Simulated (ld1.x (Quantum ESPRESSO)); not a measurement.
caesium (Cs): variants of one TM potential

Base potential:

ld1.x (Quantum ESPRESSO) 7.5 input, shortened:

```
&input
   title='Cs', zed=55., rel=2, dft='PZ', iswitch=3,
   config='[Xe] 5d0 6s0.75 6p0', rel_dist='average'
 /
 &inputp
   pseudotype=2, tm=.true., lloc=0,
   nlcc=.true., rcore=1.65
 /
3
6P  2  1   0.00   0.00  3.75  3.75  0.0
5D  3  2   0.00   0.00  3.20  3.20  0.0
6S  1  0   0.75   0.00  3.20  3.20  0.0
 &test
   configts(1)='5d0 6s0.75 6p0'
 /
```

Open shells are filled in proportion to 2j + 1 (rel_dist='average').

All-electron outer shells of the reference configuration (LDA (PZ), scalar-relativistic, ld1.x):

```csv
shell,level (eV),outermost node (bohr),outermost maximum (bohr)
5s,-28.09,0.82,1.54
5p,-14.80,0.89,1.76
6s,-3.10,2.10,4.50
6p,-1.48,2.59,6.23
5d,-1.39,1.06,3.21
```

Cutoffs, loose and tight: the cutoffs (Ry, on a coarse ladder) from which the occupation-weighted sum of valence levels, in a spherical-Bessel basis at the reference potential, stays within 10 and 1 mRy of its value at 400 Ry. They do not see the model core or the augmentation charge, which bear on the density cutoff. Test errors are all-electron minus pseudo excitation energies from the reference, over the configurations 5d0 6s1 6p0; 5d0 6s0.5 6p0; 5d0 6s0 6p1; 5d0.5 6s0.5 6p0; 5d1 6s0 6p0. A dash means not determined; rows that change the core or the reference have their own tests.

For the base: The cutoffs count occupied waves only; the empty 6p level needs 12 Ry at the loose tolerance.

A true bound ghost makes a file unfit for plane-wave use even where its test errors are small: the radial tests pick states by their node count and pass the ghost by.

```csv
change,outcome,"cutoff, loose","cutoff, tight",bound ghosts,largest test error (meV)
base,generated,6 Ry,8 Ry,"p1/2, p3/2",-4.8
"all radii but the core radius scaled by about 0.74 (s 2.38, p 2.80, d 2.38 bohr)",failed: run_pseudo: Errors in PS-KS equation,–,–,–,–
"all radii but the core radius scaled by about 0.83 (s 2.66, p 3.12, d 2.66 bohr)",failed: run_pseudo: Errors in PS-KS equation,–,–,–,–
"all radii but the core radius scaled by about 0.94 (s 3.00, p 3.50, d 3.00 bohr)",generated,6 Ry,18 Ry,"p1/2, p3/2",-5.1
"all radii but the core radius scaled by about 1.12 (s 3.58, p 4.20, d 3.58 bohr)",generated,6 Ry,6 Ry,none,-6.3
"all radii but the core radius scaled by about 1.23 (s 3.92, p 4.60, d 3.92 bohr)",generated,6 Ry,6 Ry,none,-7.6
"all radii but the core radius scaled by about 1.31 (s 4.20, p 4.92, d 4.20 bohr)",generated,6 Ry,6 Ry,none,-7.6
"all radii but the core radius scaled by about 1.36 (s 4.34, p 5.08, d 4.34 bohr)",generated,6 Ry,6 Ry,none,-7.3
```

Reading the sweep of the scale of all radii but the core radius (base = 1) (base included, trends over the rows without a ghost): The loose cutoff stays near 6 Ry. The median size of the test errors (rows with all tests solved) stays near 3.0 meV. Bound ghosts are found at 0.94, 1. The generation fails at 0.74, 0.83.
